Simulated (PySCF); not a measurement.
Deuteron quadrupole couplings in `CC(C)([SiH3])C(=S)CF`

Compound: C5H11FSSi.
Z-matrix (Å and degrees, GFN2-xTB geometry), rows numbered from 1:
```
C 
C   1  1.5287
C   2  1.5296  1  109.59
Si  2  1.9577  1  107.15  3   118.47
C   2  1.4675  1  111.64  3  -126.81
S   5  1.6370  2  123.50  1   -22.73
C   5  1.5030  2  120.48  1   156.77
F   7  1.3747  5  113.91  2    39.25
H   1  1.0866  2  111.31  3  -175.51
H   1  1.0901  2  109.93  3    65.20
H   1  1.0874  2  110.49  3   -54.61
H   3  1.0854  2  112.55  1   174.49
H   3  1.0907  2  110.15  1   -64.04
H   3  1.0880  2  109.63  1    54.53
H   4  1.4555  2  110.21  1  -175.44
H   4  1.4597  2  107.05  1    61.97
H   4  1.4634  2  104.18  1   -56.06
H   7  1.0939  5  110.35  2   159.62
H   7  1.0990  5  109.55  2   -80.00
```

Level: PBE0/pcSseg-1 (PySCF, non-relativistic); Q(2H) = 0.00286 b; rigid geometry, the same for H and D, with no vibrational averaging.

Task: Rank these positions by the coupling χzz of a deuteron there, largest first.
A. H18 (methylene hydrogen)
B. H15 (Si–H hydrogen)
C. H10 (methyl hydrogen)

Result: C (208 kHz), A (191 kHz), B (112 kHz).

Task: What are Vzz, η and χzz (234.96 MHz × Q × Vzz) at all hydrogens?

Result: 
```
atom  bonded to  bond length (Å)  Vzz (au)     η  χzz (kHz)
  H9         C1            1.087    0.3108  0.04        209
 H10         C1            1.090    0.3100  0.04        208
 H11         C1            1.087    0.3146  0.03        211
 H12         C3            1.085    0.3108  0.01        209
 H13         C3            1.091    0.3089  0.03        208
 H14         C3            1.088    0.3125  0.03        210
 H15        Si4            1.455    0.1669  0.01        112
 H16        Si4            1.460    0.1645  0.01        111
 H17        Si4            1.463    0.1630  0.02        110
 H18         C7            1.094    0.2848  0.07        191
 H19         C7            1.099    0.2819  0.07        189
```

Task: Average by the element that carries the hydrogen.

Result: on C: 204 kHz over 8 positions, mean bond length 1.090 Å; on Si: 111 kHz over 3 positions, mean bond length 1.460 Å.

Task: How does χzz go with the bond length over the 8 C–H bonds?

Result: A straight-line fit has a slope of -17.6 kHz for each 0.01 Å, with a correlation coefficient of -0.90, over lengths from 1.085 to 1.099 Å. The longer bonds have the smaller couplings here.

Task: Give the 2H NMR doublet splittings at H12 for a magnetic field along the z, y and x axes of the gradient: 3χ/2, 3χ(1 + η)/4, 3χ(1 − η)/4.

Result: With |χ| = 208.9 kHz and η = 0.009: 313, 158 and 155 kHz, to first order and without motion.

One conformer (not necessarily the lowest) at the GFN2-xTB geometry, without solvent, vibrations or thermal averaging. GFN2-xTB bond lengths can be off by several hundredths of an ångström, more for odd bonds, and the gradients follow them. With a basis this small, the couplings can be 20 % off.
